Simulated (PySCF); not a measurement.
# Distorted geometries of OsO2F2

OsO2F2 (triplet). PySCF 2.14.0, UKS PBE, Os def2-SVP with ECP60, O def2-SVP, F def2-SVP; non-relativistic Hamiltonian with scalar-relativistic core potentials where named; density fitting; no spin-orbit coupling. Relaxed geometry:

```xyz
5

Os    0.0000    0.0000    0.1247
O     0.9703    0.9703    1.1681
O    -0.9703   -0.9703    1.1681
F     0.9053   -0.9053   -1.2631
F    -0.9053    0.9053   -1.2631
```

Q: Order these distorted geometries by energy above the relaxed one, lowest first.
A.
```xyz
5

Os   -0.0925    0.0996    0.0856
O     0.8850    0.9541    1.0872
O    -0.9425   -0.9247    1.1828
F     0.9646   -1.0182   -1.2087
F    -0.8146    0.8892   -1.2122
```
B.
```xyz
5

Os   -0.0196   -0.1954    0.1188
O     0.9485    1.1094    1.2436
O    -0.9812   -0.9427    1.1477
F     0.9115   -0.8743   -1.2865
F    -0.8592    0.9029   -1.2888
```
C.
```xyz
5

Os   -0.1085   -0.0128   -0.0253
O     0.9970    0.8600    1.2411
O    -0.8799   -0.9719    0.9991
F     0.9696   -0.8417   -1.1873
F    -0.9782    0.9664   -1.0928
```

A: A (1.27 eV), B (1.40 eV), C (2.10 eV).

Q: Which forces (eV/Å) act in the one that lies 1.40 eV up?

A: 
```
Os   4.51  8.93 -0.59
O   -2.47 -3.46 -3.27
O   -4.03 -3.71  4.33
F    1.28 -1.12 -1.56
F    0.71 -0.65  1.11
```
Forces carry noise of the integration grid, about 0.01 to 0.03 eV/Å.

Open shells may have lower solutions than the one found.
